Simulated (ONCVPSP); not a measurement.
## What one change does to a pseudopotential (ruthenium, ONCV)

ONCVPSP 4.0.1 input, shortened (lines: element, Z, core and valence counts, functional; n l f; lmax; l rc ep ncon nbas qcut; lloc lpopt rc5 dvloc0; l nproj debl; icmod fcfact rcfact), LDA (Perdew-Zunger), scalar-relativistic:

```
  Ru 44.00    6    3        3      upf
    1    0    2.00
    2    0    2.00
    2    1    6.00
    3    0    2.00
    3    1    6.00
    3    2   10.00
    4    0    2.00
    4    1    6.00
    4    2    6.00
    2
    0    1.35    0.00    4    8    8.80
    1    1.80    0.00    4    8    6.50
    2    1.35    0.00    3    8    9.20
    2    5    1.35    0.00
    0    2    3.70
    1    2    0.50
    2    0    1.70
    2    0.55    0.95
```

In the p channel the program set the typed energies aside and used -2.446, 0.250 Ha.

Change: d: qcut 7.4.

Cutoffs: the cutoffs (Ha) at which the residual kinetic energy of the hardest occupied pseudo-wave falls to 1 and 0.1 mHa per electron; they do not see the model core or the augmentation charge, which bear on the density cutoff. Errors are all-electron minus pseudo energies relative to the spin-unpolarised reference configuration.

Task: How do hardness, ghosts and transferability respond?

Result: The potential gets neither clearly harder nor softer (30 Ha and 34 Ha → 30 Ha and 37 Ha); of the 4 tests that both files solve, the error grows in 0 and shrinks in 3 by more than 15 % and 0.3 meV (median size 1.8 → 0.2 meV); the range in which the s phases agree narrows (upper end at the end of the scan → 3.1); neither file shows a bound ghost.

```csv
quantity,base,changed
"cutoff, loose",30 Ha,30 Ha
"cutoff, tight",34 Ha,37 Ha
loose cutoff by channel,"s 30 Ha, p 15 Ha, d 27 Ha","s 30 Ha, p 15 Ha, d 24 Ha"
bound ghosts,none,none
GHOST(+) flags under 300 eV,none,none
"error for 4s2 4p6 4d7 5s1, meV [ΔE -26.05 eV]",+2.0,-0.3
"error for 4s2 4p6 4d7, meV [ΔE -18.44 eV]",+1.6,+1.4
"error for 4s2 4p6 4d5, meV [ΔE 30.85 eV]",+1.5,0.0
"error for 4s2 4p6 4d6 5s1 5p1, meV [ΔE -20.39 eV]",+2.2,-0.2
s: phases at 1.37 bohr within 0.05 rad from the reference energy up to (Ha; the scan ends near 5),to the end of the scan,3.1
p: phases at 1.83 bohr within 0.05 rad from the reference energy up to (Ha; the scan ends near 5),to the end of the scan,to the end of the scan
d: phases at 1.37 bohr within 0.05 rad from the reference energy up to (Ha; the scan ends near 5),to the end of the scan,to the end of the scan
"rms error of d²Exc/dni dnj with the model core, mHa",0.70,0.71
```
